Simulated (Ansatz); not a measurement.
`O=CCC(=O)C(F)(F)F`, relaxed with RKS PBE-D4/def2-SVP in Ansatz 0.2.0 from a rough embedded geometry. The force threshold is 0.03 eV/Å; the program also tests the step.

The species carries charge 0 and has multiplicity 1.

Start:

```xyz
12

O     1.639    1.223   -0.001
C     0.900    1.139    0.903
C    -0.425    0.485    0.837
C    -0.881   -0.009   -0.458
O    -1.835    0.399   -1.059
C     0.063   -1.121   -1.093
F     0.789   -0.687   -2.124
F    -0.684   -2.172   -1.510
F     0.927   -1.661   -0.156
H     1.185    1.543    1.888
H    -0.466   -0.361    1.585
H    -1.212    1.220    1.189
```

```csv
step,energy (eV),largest force (eV/Å),largest move (Å)
1,-16411.5689,3.681,0.000
2,-16411.8034,0.782,0.090
3 (rejected),-16411.7947,1.209,0.111
4,-16411.8461,0.372,0.055
5,-16411.8507,0.147,0.048
6,-16411.8557,0.090,0.027
7,-16411.8572,0.056,0.031
8,-16411.8582,0.048,0.039
9,-16411.8589,0.080,0.044
10 (rejected),-16411.8586,0.114,0.047
11,-16411.8598,0.032,0.023
13,-16411.8613,0.077,0.009
15,-16411.8633,0.039,0.068
17,-16411.8654,0.049,0.080
19 (rejected),-16411.8627,0.386,0.145
21,-16411.8677,0.037,0.036
23 (rejected),-16411.8661,0.302,0.109
25,-16411.8739,0.060,0.055
27 (rejected),-16411.8719,0.352,0.081
29,-16411.8805,0.058,0.063
31,-16411.8822,0.115,0.015
33,-16411.8835,0.022,0.021
```

End:

```xyz
12

O     1.559    1.645    0.248
C     0.840    1.175    1.099
C    -0.463    0.425    0.817
C    -0.647    0.117   -0.655
O    -1.263    0.807   -1.435
C     0.028   -1.203   -1.130
F     0.060   -1.297   -2.458
F    -0.681   -2.249   -0.632
F     1.289   -1.298   -0.647
H     1.070    1.282    2.202
H    -0.495   -0.492    1.443
H    -1.295    1.086    1.147
```

It took 83 s on 2 threads of an AMD EPYC 7R13 on a shared host, with 0.23 GiB of host memory at the peak.
